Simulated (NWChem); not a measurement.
System: C₃H₅NSi; SMILES C1[SiH2]C=CN=1

NWChem input:

```
start job
memory heap 200 mb stack 900 mb global 1100 mb
geometry units angstroms noautoz
  C     -0.724213     1.268538     0.000000
  C     -1.325390     0.061617     0.000000
  Si     0.051203    -1.193201     0.000000
  C      1.300089     0.247185     0.000000
  N      0.696526     1.379133     0.000000
  H     -1.258941     2.224478     0.000000
  H     -2.411110    -0.043981     0.000000
  H      0.132543    -2.055744     1.217131
  H      0.132543    -2.055744    -1.217131
  H      2.398971     0.241587     0.000000
end
basis spherical
  * library def2-svp
end
dft
  xc b3lyp
  iterations 150
  mulliken
end
task dft energy
```

All runs use the structure optimised with PBE0/def2-SVP. B3LYP is NWChem's, with the RPA form of VWN correlation.

Give the results of this calculation. (B3LYP/def2-SVP.) Quantities: energy (Ha); highest occupied level (eV); orbital gap (eV); dipole (D).


```yaml
energy (Ha): -461.32
highest occupied level (eV): -6.85
orbital gap (eV): 4.74
dipole (D): 1.52
```
